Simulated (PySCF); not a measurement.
**How methods differ on the ionisation energy of Lu³³⁺**

Lu³³⁺ [Kr] 4d2 (3F) → Lu³⁴⁺ [Kr] 4d1 (2D), as a difference of total energies. Computed with PySCF 2.14 in an even-tempered Gaussian basis (19 s from 3 bohr⁻², ratio 2.5; 14 p from 3.9 bohr⁻², ratio 2.5; 9 d from 3.9 bohr⁻², ratio 2.5; 4 f from 16 bohr⁻², ratio 2.7; 3 g from 24 bohr⁻², ratio 2.7), with the spin-free X2C one-electron Hamiltonian (Gaussian nucleus). Correlated levels: outer shells: [Ar] 3d10 frozen; virtual orbitals above 40 to 60 times the deepest correlated orbital energy dropped. The calculations carry no spin-orbit coupling.

```tsv
method	ionisation energy (eV)
UHF	1337.8
LDA	1339.0
PBE	1339.2
PBE0	1339.3
r2SCAN	1339.3
MP2 (outer shells)	1337.7
SCS-MP2 (outer shells)	1337.7
```

Spin-orbit coupling is strong in these open shells (close to jj coupling). The scalar numbers leave it out and a first-order estimate fails, so it can dominate the gap to the real levels.

Breit and QED terms and the two-electron picture change are absent.

For comparison: 1345 ± 5 eV (theoretical estimate listed by NIST; NIST Atomic Spectra Database, ionization energies).
